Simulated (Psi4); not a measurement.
Noncovalent pair: HCl (SMILES Cl) (first 2 atoms) with CO2 (SMILES O=C=O); geometry from B3LYP-D3(BJ)/def2-TZVP, rigid monomers moved along the line of their centres of mass till H2···O3 is 3.05 Å.
(charge 0, multiplicity 1):
```tsv
atom	x (Å)	y (Å)	z (Å)
Cl	-0.8678	1.1472	0.2873
H	-0.1538	0.3713	1.0210
O	1.0129	-1.0335	3.4652
C	0.8479	-0.9993	4.6150
O	0.6871	-0.9686	5.7600
```

Level of theory: SAPT0/jun-cc-pV(D+d)Z (Psi4 1.11).

Give the four SAPT terms and the total, and say what mostly holds the pair together.

electrostatics -0.85, exchange 0.11, induction -0.08, dispersion -0.24, total -1.06 kcal/mol; the largest attraction is electrostatics.
